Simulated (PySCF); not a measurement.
**Ionisation energy of Ge by level of theory**

Ge [Ar] 3d10 4s2 4p2 (3P) → Ge⁺ [Ar] 3d10 4s2 4p1 (2P), as a difference of total energies. All numbers are calculated (PySCF 2.14, a scalar-relativistic core potential, in aug-cc-pwCVTZ-PP with ECP10MDF). Correlated levels: valence: 3s2 3p6 3d10 frozen; valence and next inner shell: nothing frozen outside the core potential. The calculations carry no spin-orbit coupling.

| method | ionisation energy (eV) | error (eV) |
| --- | --- | --- |
| UHF | 7.402 | -0.523 |
| LDA | 7.970 | +0.045 |
| PBE | 7.855 | -0.070 |
| PBE0 | 7.894 | -0.031 |
| r2SCAN | 8.028 | +0.103 |
| PW91 | 7.910 | -0.015 |
| wB97M-V | 7.748 | -0.177 |
| TPSSh | 7.884 | -0.041 |
| PBEsol | 7.862 | -0.063 |
| MP2 (valence) | 7.760 | -0.165 |
| SCS-MP2 (valence) | 7.682 | -0.243 |
| MP2 (valence and next inner shell) | 7.852 | -0.073 |
| SCS-MP2 (valence and next inner shell) | 7.741 | -0.184 |

Reference: 7.925 eV (measured; NIST levels, between the centres of gravity of the two terms).

Errors of the correlated levels include the incompleteness of this basis and the frozen core.
